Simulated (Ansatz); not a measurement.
The cluster W5⁺, relaxed as a doublet with UKS PBE0-D4/def2-SVP in Ansatz, starting from packed atoms. Force threshold 0.02 eV/Å.

In the def2 sets W takes a core potential; there is no spin–orbit coupling. The structure comes from a short search, and lower isomers may exist.

Start:

```xyz
5

W     1.8609   -0.6327   -0.7636
W     0.7270    2.6225    0.0440
W    -1.4617    0.4075   -1.2210
W    -1.0696   -2.5195    0.2060
W    -0.0566    0.1223    1.7345
```

```csv
step,energy (eV),largest force component (eV/Å),SCF passes
1,-9105.5079,2.674,130
2,-9108.1383,2.917,95
3,-9111.0995,3.531,64
4,-9113.6253,2.584,59
5,-9114.8812,2.734,60
6,-9115.7916,1.582,74
7,-9115.9064,1.716,73
8,-9116.0449,0.393,57
9,-9116.0514,0.123,57
10,-9116.0517,0.125,55
11,-9116.0537,0.019,49
```

Force components are those of the run's own axes.

End:

```xyz
5

W     1.405   -0.482   -0.330
W     0.426    1.780   -0.189
W    -1.275    0.386   -0.952
W    -0.734   -1.686   -0.040
W     0.177    0.002    1.511
```

Bonds formed: W2–W4 (atoms count from 1).

No frequencies were taken in this run, so the end may be a saddle point.

Run time 2.2 min (4 threads of Arm Neoverse V1 on a shared host), peak host memory 0.66 GiB.
